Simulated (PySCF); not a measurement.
# Pm⁺ (promethium, charge +1) across methods

[Xe] 4f5 6s1, one real determinant. Calculation: PySCF 2.14, in x2c-TZVPPall; scalar relativity by spin-free X2C-1e.

```tsv
method	E (hartree)	mean ε 5p β (eV)	mean ε 4f α (eV)	mean ε 6s α (eV)	Σ⟨r²⟩ (bohr²)	⟨S²⟩
UHF	-10015.94802	-32.758	-18.376	-10.213	60.75	12.004
PBE0	-10019.35	-29.071	-11.560	-9.136	59.21	12.002
PBE	-10019.38	-27.409	-9.143	-8.641	59.07	12.002
r2SCAN	-10019.72	-27.857	-9.332	-8.697	58.84	12.004
LDA	-10011.85	-27.652	-9.291	-8.868	58.72	12.001
```

⟨L²⟩ = 24.03 against 30 for a pure H term, so this real determinant mixes terms. Spin-orbit coupling, absent here, splits the open shell strongly.
